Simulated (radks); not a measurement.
Q: Excited configurations of the iridium ion Ir3+: one electron is placed in a higher orbital outside [Xe] 4f14 5d5. The ground configuration is [Xe] 4f14 5d6. Calculated with a radial shooting solver on a logarithmic mesh with Libxc functionals: scalar-relativistic Kohn-Sham, PBEsol, spin-unpolarised, spherical densities, point nucleus. Excitation = E - E(ground); binding = E(ion) - E, where the ion is the core of charge +4; n* = 4/sqrt(2 binding) in atomic units, and the quantum defect is n - n*.

outer orbital  excitation (eV)  binding (eV)     n*  quantum defect  eigenvalue (eV)  <r> (bohr)
5f                      28.630        14.978  3.812           1.188          -12.233       3.745
6s                       6.123        37.486  2.410           3.590          -32.954       2.342
6d                      25.692        17.917  3.486           2.514          -15.518       3.974
6f                      33.683         9.925  4.683           1.317           -8.555       6.785
7s                      25.362        18.246  3.454           3.546          -16.253       4.609
7p                      28.565        15.043  3.804           3.196          -13.352       5.361

Estimate the row for 7f.

A: excitation (eV) 36.726; binding (eV) 6.883; n* 5.624; quantum defect 1.376; eigenvalue (eV) -6.065; <r> (bohr) 10.55. The Delta-SCF ionisation energy is 43.609 eV (NIST Atomic Spectra Database: 40 eV, theoretical). Self-interaction in the functional shifts the binding energies and quantum defects, so they are the method's values and not measured ones. Spin polarisation and multiplet splitting are left out, so open shells lie too high by an amount that depends on their filling. Spin-orbit splitting is averaged out at the scalar-relativistic level.

Beside tabulated values, note that spin-unpolarised runs miss the spin-polarisation part of the exchange energy of open shells.
